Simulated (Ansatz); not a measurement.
Stepwise reaction of `[NH2][Ti]([OH])([Cl])[Cl]` with water, as a gas-phase model of exchange steps in deposition or etching. ΔE in kJ/mol; ΔG adds harmonic PBE0-D4 terms to CCSD(T)/CBS, at 1 bar.

Isolated molecules relaxed with PBE0-D4/def2-TZVP in Ansatz; ΔE leaves out vibrations. CCSD(T)/CBS is the MP2 limit (def2-TZVPP, def2-QZVPP) plus CCSD(T) − MP2 in def2-TZVPP, frozen cores. This one scheme is used for every species. Functionals use def2-TZVPP. B3LYP here is the variant with VWN-RPA as its local correlation; programs differ in this. For Ti outer-core shells are correlated without core-valence functions, which leaves a few kJ/mol of doubt a bond. Scalar relativity is left out up to krypton. One conformer a species, not always the lowest.

```json
{"step": "1", "reaction": "`[NH2][Ti]([OH])([Cl])[Cl]` + H₂O → `[NH2][Ti]([OH])([OH])[Cl]` + HCl", "PBE-D4": "33.0", "B3LYP-D4": "32.1", "ωB97M-V": "30.2", "CCSD(T)/CBS": "36.1", "ΔG(600 K)": "35.3"}
```

Question: Give the row of step 2, `[NH2][Ti]([OH])([OH])[Cl]` + H₂O → `[NH2][Ti]([OH])([OH])[OH]` + HCl. (An estimate is asked.)

Answer: Computed: 
```csv
step,reaction,PBE-D4,B3LYP-D4,ωB97M-V,CCSD(T)/CBS,ΔG(600 K)
2,`[NH2][Ti]([OH])([OH])[Cl]` + H₂O → `[NH2][Ti]([OH])([OH])[OH]` + HCl,41.5,40.6,39.4,44.3,37.0
```

Question: By hand: ΔE of the 2 steps together at CCSD(T)/CBS.

Answer: (36.1) + (44.3) = 80.4 kJ/mol, or 40.2 kJ/mol a step.

In ΔE each step is higher than the one before. All are uphill at CCSD(T)/CBS. ΔG lies between 35.3 and 37.0 kJ/mol a step. PBE-D4 differs from CCSD(T)/CBS by -3.1 to -2.8 kJ/mol a step. Isolated molecules leave out the surface, adducts and barriers. Largest T1 diagnostic: 0.024.
